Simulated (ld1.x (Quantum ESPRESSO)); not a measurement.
# thallium (Tl), TM: configuration errors across variants

Tl, norm-conserving Troullier–Martins (Kleinman–Bylander form), made with ld1.x (Quantum ESPRESSO) 7.5 (PBE, non-relativistic). Core [Xe] 4f14 5d10, reference 6s2 6p0.5 (charge +0.5). Waves: 6s (bound): rc 2.05 bohr; 6p (bound): rc 2.90 bohr. Local part: the p channel. Core correction: a·sin(br)/r model core inside 1.95 bohr.

All-electron excitation energies from the reference (eV): (1) 6s2 6p1 -1.949; (2) 6s2 6p0 3.372; (3) 6s1 6p0 21.210; (4) 6s0 6p3 8.291; (5) 6s2 6p1.3 -2.504; (6) 6s1 6p1 9.039; (7) 6s1 6p2 3.072.

3 further variants failed, have other tests or another functional or relativity, and are left out.

A true bound ghost makes a file unfit for plane-wave use even where its test errors are small: the radial tests pick states by their node count and pass the ghost by.

Errors AE − PS in meV (a dash: test not solved or not reliable):

```csv
change,(1),(2),(3),(4),(5),(6),(7),bound ghosts
base,-2.1,-4.9,-149,-56,-3.6,-35,-11,none
"all radii but the core radius scaled by about 0.97 (s 1.98, p 2.80 bohr)",-2.1,-5.0,-150,-59,-3.7,-35,-12,none
core correction a·sin(br)/r model core inside 1.82 bohr,-2.1,-4.9,-150,-57,-3.6,-35,-11,none
```

(1) Give the same row for: local potential all-electron potential smoothed inside 2.00 bohr (lloc = -1).

Answers

(1) -2.2, -5.8, -163, -52, -3.7, -35, -11; bound ghosts: s, d.
